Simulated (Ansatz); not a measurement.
Reactions of CH3Cl3Si, SMILES `C[Si](Cl)(Cl)Cl`.

Isolated molecules relaxed with PBE0-D4/def2-TZVP in Ansatz; ΔE leaves out vibrations. CBS: MP2 limit from def2 TZ/QZ plus the TZ coupled-cluster correction, frozen cores. This one scheme is used for every species, atoms too. No spin–orbit coupling; open shells (•) take unrestricted orbitals. Spin–orbit coupling would lower the free atoms: a little for C, Cl, Si. Bonds to Se are less sure, by a few kJ/mol each and by 10 to 20 or more in all where they break to atoms, as the def2 sets lack core-valence functions. Scalar relativity is left out up to krypton. Each species was taken in one conformer, which may not be the lowest.

Task: Order these by ΔE at CCSD(T)/CBS, lowest first. (Best estimate.)
A. `C[Si](Cl)(Cl)Cl` + H₂Se → `Cl[Si](Cl)(Cl)[SeH]` + CH₄
B. `C[Si](Cl)(Cl)Cl` → C• + 3 Cl• + 3 H• + Si•
C. `C[Si](Cl)(Cl)Cl` → `CCl` + `Cl[Si]Cl`
D. `C[Si](Cl)(Cl)Cl` + Cl• → `[CH2][Si](Cl)(Cl)Cl`• + HCl
E. `C[Si](Cl)(Cl)Cl` + H₂ → `C[SiH](Cl)Cl` + HCl
F. `C[Si](Cl)(Cl)Cl` + `OC(S)S` → `CSC(O)S` + trichlorosilane
G. `C[Si](Cl)(Cl)Cl` + `[CH3]`• → `[CH2][Si](Cl)(Cl)Cl`• + CH₄
H. `C[Si](Cl)(Cl)Cl` + CH₄ → `C[Si](C)(Cl)Cl` + HCl

Result: A (-48.5 kJ/mol), G (-10.3 kJ/mol), D (+11.4 kJ/mol), F (+63.5 kJ/mol), E (+80.2 kJ/mol), H (+92.6 kJ/mol), C (+327.7 kJ/mol), B (+2851.2 kJ/mol).

Largest T1 diagnostic: 0.013, for `Cl[Si]Cl`.
